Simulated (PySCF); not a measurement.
Compound: [AlCl3(PMe3)], C₃H₉AlCl₃P.
Numbering: `[CH3:1][P+:2]([CH3:3])([CH3:4])[Al-:5]([Cl:6])([Cl:7])[Cl:8]`

Method: delta-SCF UKS SCAN, pcX-2 on the ionised atom, pcseg-1 elsewhere, spin-free X2C in PySCF. Vertical ΔSCF values, vacuum level as zero.

Some binding energies are withheld.

```
    atom(s)   bonded to     level  binding energy (eV)
   C1/C3/C4   3 H and P      C 1s               291.55
        Al5  3 Cl and P     Al 1s                    ?
         P2  3 C and Al      P 1s                    ?
         P2  3 C and Al   P 2p3/2               137.69
Cl6/Cl7/Cl8          Al     Cl 1s                    ?
Cl6/Cl7/Cl8          Al  Cl 2p3/2               205.09
```

(1) Fill in P 1s for P2.

(2) Fill in Al 1s for Al5.

(3) What is the Cl 1s binding energy of Cl6/Cl7/Cl8?

(4) Which photon energy gives electrons from P 1s of P2 a kinetic energy of 150 eV, and what is their de Broglie wavelength?

Results:

(1) 2151.31 eV (phosphorus bonded to Al and 3 C).

(2) 1567.58 eV (aluminium bonded to 3 Cl and P).

(3) 2827.68 eV (chlorine bonded to Al).

(4) hν = 2151.31 + 150 = 2301.31 eV, recoil neglected; λ = 12.264 Å/√(E/eV) = 1.00 Å.

One atom of each set of topologically equivalent atoms was ionised and stands for the set; in this conformer not all members are related by symmetry, and their own values weren't computed. 2p3/2 and 2p1/2 are the ΔSCF energy of one spin-free 2p hole plus the eigenvalues of a spin–orbit and ligand-field matrix of the shell. 2p1/2 minus 2p3/2 (ligand field included): P 0.89 eV, Cl 1.65 eV. Geometry: PBE0-D3(BJ)/def2-SVP; no solvent, vibrations or thermal averaging.

The run took 55 s of wall time on an Intel Xeon 6975P-C with one thread, shared host with 192 logical CPUs at a one-minute load of 52, and the process peaked at 0.98 GiB of memory.

Shape of the structure used: `[CH3:1][P+:2]([CH3:3])([CH3:4])[Al-:5]([Cl:6])([Cl:7])[Cl:8]`: C1–P2–Al5–Cl6 -61°.
